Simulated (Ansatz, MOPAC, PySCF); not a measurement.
Pair of molecules: HF (SMILES F) (first 2 atoms) with HI (SMILES I); geometry from B3LYP-D3(BJ)/def2-TZVP.
(charge 0, multiplicity 1):
```xyz
4

F     -0.0701     0.4750    -0.2412
H      0.0048     0.0346     0.5765
I      0.2129    -1.0362     2.9820
H      0.1742     0.4361     3.6486
```

Counterpoise-corrected where a basis set is named; no monomer relaxation. Rows marked so take none.

Rows in 3-21G carry no dispersion term and start afresh at each structure; the Pople sets are all-electron and without relativity. The state that PM7 reach isn't checked; PM7 holds dispersion and hydrogen-bond terms.

The values were computed with Ansatz (Gaussian orbitals); MOPAC for PM7 (differences of heats of formation); PySCF for 3-21G rows, the dispersion terms. Each number belongs to the level named beside it. In def2 rows elements past Kr take small-core potentials, without spin–orbit coupling.

Task: One of these levels gives -3.22 kcal/mol for the interaction energy. Which?
(A) PM7
(B) revPBE/def2-TZVPPD
(C) HF/3-21G (no counterpoise)
(D) PBE0-D4/def2-TZVPPD

Result: D, PBE0-D4/def2-TZVPPD. The others give 2.50 (PM7), -0.34 (HF/3-21G (no counterpoise)), -1.90 (revPBE/def2-TZVPPD)

Ansatz is a quantum-chemistry and plane-wave program.
